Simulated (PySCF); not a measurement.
BiCl₄ (doublet). Computed with UPBE in PySCF with Bi def2-SVP with ECP60, Cl def2-SVP; scalar-relativistic core potentials, no spin–orbit coupling; density-fitted integrals.

Harmonic bands of its minimum:

```csv
ω (cm⁻¹),"IR (km/mol, summed over degenerate members)",degeneracy
59,7.5,3
71,0.0,2
290,111,3
294,0.0,1
```

**Question.** The central atom is Bi. Infer the point group and assign the bands.

**Answer.** Td. The modes span 2t2 + e + a1: 59 t2, 71 e, 290 t2, 294 a1. The computed geometry has Bi–Cl 2.522 Å (×4); Cl–Bi–Cl 109.5° (×6).

This need not be the most stable arrangement of these atoms. No spin–orbit coupling is included, which matters more the heavier the element.
